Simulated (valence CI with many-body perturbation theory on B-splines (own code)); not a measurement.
Level structure of In35+

Level of theory: valence CI with perturbative core correlation (CI+MBPT): four valence electrons over a frozen Dirac-Fock core [Ne], a basis of 11 s, 11 p, 10 d, 8 f, 5 g, 2 h functions for each j, with the one-electron correlation potential Σ1 (screened to all orders), the two-electron term Σ2, the three-electron term Σ3, Breit, model QED; selected single and double excitations, second order for the rest, scaled by the run's own slope (own B-spline code, finite nucleus).

No measured spectrum was set against this ion. As an estimate, large intervals hold to a few tenths of a per cent, small ones and those within an open d or f shell to about a per cent. Among the levels kept, up to 690 cm⁻¹ of a level comes from second order outside the variational space, and about a tenth of that is noise between levels of different J, which matters for small intervals.

Levels 136 to 174 of 174, with energies above the lowest level, 3s²3p² ³P_0. "Leading %" is the weight of the configuration and term that name the level; weights of strongly mixed levels are sums over their largest components and can fall short. In the jj column 3d3/2^4 stands for four electrons in 3d with j = 3/2. Lifetimes count E1, E2, E3, M1 and M2 decay at the calculated energies, and are blank where another channel may lead or the interval is too uncertain; long ones can be off by a factor of two.

```tsv
No.	Configuration	Term	J	E (Ry)	Leading %	Lifetime	g	Leading jj
136	3s3p3d²	³G°	3	35.356	27	4.14 ps	1.107	3s 3p1/2 3d3/2 3d5/2 (30 %)
137	3p³3d	³P°	1	35.520	16	3.92 ps	1.042	3p1/2 3p3/2^2 3d5/2 (34 %)
138	3p³3d	³D°	2	35.529	21	4.29 ps	1.142	3s 3p1/2 3d5/2^2 (27 %)
139	3s3p3d²	³D°	1	35.596	20	4.13 ps	1.152	3p1/2 3p3/2^2 3d5/2 (24 %)
140	3s3p3d²	³F°	3	35.799	26	5.32 ps	1.156	3s 3p1/2 3d5/2^2 (59 %)
141	3s3p3d²	³D°	1	36.028	26	4.17 ps	1.148	3s 3p1/2 3d5/2^2 (36 %)
142	3p³3d	³F°	2	36.032	48	4.30 ps	0.880	3p1/2 3p3/2^2 3d3/2 (55 %)
143	3s3p3d²	³H°	5	36.063	41	7.03 ps	1.110	3p1/2 3p3/2^2 3d5/2 (40 %)
144	3s3p3d²	³G°	4	36.229	25	4.38 ps	1.142	3s 3p1/2 3d3/2 3d5/2 (38 %)
145	3p³3d	³P°	2	36.396	26	2.67 ps	1.080	3p1/2 3p3/2^2 3d5/2 (39 %)
146	3s3p3d²	³G°	3	36.412	25	3.63 ps	0.953	3p1/2 3p3/2^2 3d3/2 (26 %)
147	3s3p3d²	³P°	0	36.467	23	2.53 ps		3s 3p1/2 3d3/2 3d5/2 (38 %)
148	3p³3d	³D°	2	36.585	23	4.08 ps	1.275	3p1/2 3p3/2^2 3d5/2 (56 %)
149	3s3p3d²	⁵G°	6	36.743	97	15.3 ps	1.323	3s 3p3/2 3d5/2^2 (64 %)
150	3s3p3d²	³D°	1	36.779	29	2.73 ps	0.859	3s 3p1/2 3d3/2 3d5/2 (32 %)
151	3s3p3d²	³G°	4	36.794	41	4.05 ps	1.101	3s 3p1/2 3d5/2^2 (47 %)
152	3p³3d	³F°	3	36.819	32	4.52 ps	1.134	3p1/2 3p3/2^2 3d5/2 (72 %)
153	3s3p3d²	⁵D°	3	36.952	19	3.74 ps	1.152	3s 3p3/2 3d3/2 3d5/2 (28 %)
154	3s3p3d²	⁵F°	5	36.960	56	4.57 ps	1.326	3s 3p3/2 3d3/2 3d5/2 (69 %)
155	3s3p3d²	⁵D°	0	36.961	82	2.71 ps		3s 3p3/2 3d3/2^2 (87 %)
156	3s3p3d²	⁵F°	4	36.999	55	3.91 ps	1.317	3s 3p3/2 3d3/2 3d5/2 (69 %)
157	3s3p3d²	⁵D°	2	37.007	55	2.63 ps	1.301	3s 3p3/2 3d3/2^2 (62 %)
158	3s3p3d²	⁵D°	1	37.008	61	2.46 ps	1.158	3s 3p3/2 3d3/2^2 (63 %)
159	3s3p3d²	⁵F°	3	37.049	26	3.27 ps	1.184	3s 3p3/2 3d3/2^2 (27 %)
160	3p³3d	³D°	1	37.171	26	2.38 ps	0.970	3p1/2 3p3/2^2 3d3/2 (42 %)
161	3s3p3d²	³F°	3	37.284	16	2.77 ps	1.203	3s 3p3/2 3d3/2 3d5/2 (27 %)
162	3s3p3d²	³P°	0	37.351	77	3.77 ps		3s 3p1/2 3d5/2^2 (65 %)
163	3s3p3d²	⁵D°	4	37.480	74	3.31 ps	1.427	3s 3p3/2 3d3/2 3d5/2 (59 %)
164	3s3p3d²	⁵P°	3	37.536	51	4.36 ps	1.506	3s 3p3/2 3d3/2 3d5/2 (74 %)
165	3s3p3d²	³P°	1	37.656	46	3.88 ps	1.246	3s 3p1/2 3d5/2^2 (53 %)
166	3p³3d	¹D°	2	37.682	28	2.92 ps	1.074	3p1/2 3p3/2^2 3d5/2 (41 %)
167	3p³3d	³D°	2	37.784	30	2.47 ps	1.309	3p1/2 3p3/2^2 3d5/2 (23 %)
168	3s3p3d²	⁵S°	2	37.829	35	2.43 ps	1.582	3s 3p3/2 3d3/2 3d5/2 (31 %)
169	3s3p3d²	³D°	1	37.918	18	2.77 ps	1.180	3s 3p3/2 3d3/2 3d5/2 (58 %)
170	3s3p3d²	³P°	0	37.987	34	3.14 ps		3s 3p3/2 3d3/2 3d5/2 (47 %)
171	3s3p3d²	³S°	1	38.039	19	2.92 ps	1.497	3s 3p3/2 3d3/2 3d5/2 (28 %)
172	3s3p3d²	³F°	4	38.078	51	4.99 ps	1.266	3s 3p3/2 3d5/2^2 (45 %)
173	3s3p3d²	¹F°	3	38.179	16	3.95 ps	1.078	3s 3p3/2 3d3/2 3d5/2 (58 %)
174	3s3p3d²	³D°	2	38.187	26	4.67 ps	1.197	3s 3p3/2 3d3/2 3d5/2 (52 %)
```

Names give the largest LS component (configuration and term), which can be under half, so a name can repeat, a term be missing and a line seem to break the LS rules; names also repeat where a configuration has a term twice.

Where two levels of one J and parity lie close, their mixing, g and order are uncertain.
